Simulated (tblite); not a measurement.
A tight-binding relaxation on `NC[SiH2][Se][SiH3]`.

Computed with GFN2-xTB geometry optimisation, gas phase (tblite 0.8.0). Start geometry: from a force field or distance geometry. The command runs a driver script over a list of jobs; the input below is this job's line of settings and its coordinates in Å.

Command:
```bash
OMP_NUM_THREADS=1 python probes_run.py task.json out
```

Input:
```
{"job": {"kind": "relax", "xc": "GFN2-xTB", "basis": "xTB"}, "charge": 0, "multiplicity": 1}
N     -2.362700    -0.380900     0.518800
C     -2.122900     0.619200    -0.512200
Si    -0.306800     0.727200    -0.969000
Se     0.834200    -0.524300     0.498000
Si     2.993400     0.094400     0.778500
H     -1.673200    -1.137900     0.546200
H     -2.563000     0.062400     1.444000
H     -2.680800     0.292000    -1.396800
H     -2.511300     1.589600    -0.174400
H      0.099900     2.133200    -0.983400
H     -0.196500     0.255700    -2.371300
H      3.188100     0.814200     2.041000
H      3.777600    -1.150300     0.898800
H      3.523400     0.885100    -0.340200
```

Output:
```
step      E/eV     max force
  0    -443.64152    1.630
  1    -443.74241    0.798
  2    -443.80293    0.760
  3    -443.83722    0.496
  4    -443.86548    0.369
  5    -443.87481    0.252
  6    -443.88367    0.248
  7    -443.89022    0.287
  8    -443.89897    0.271
  9    -443.90714    0.212
... (88 lines left out)
 98    -444.03990    0.044
 99    -444.04012    0.030
100    -444.04033    0.018
101    -444.04039    0.018
102    -444.04044    0.018
103    -444.04048    0.020
104    -444.04054    0.018
105    -444.04061    0.023
106    -444.04067    0.015
107    -444.04070    0.010
```

«max force» is the largest atomic force in eV/Å.

Task: From which step on does the largest force stay under 0.1 eV/Å, and how much energy is left to gain from there?

Result: From step 28 (0.098 eV/Å), 17.1 meV above the end.

In short: energy lowered by 9.2 kcal/mol over 107 steps; largest atomic force 0.010 eV/Å at the end.

Task: How long does this job take on one thread, Arm Neoverse N1 (aarch64), on a shared host?

Result: About 1.3 s.
Labels such as C1 count atoms from 1, the log's own numbers from 0.
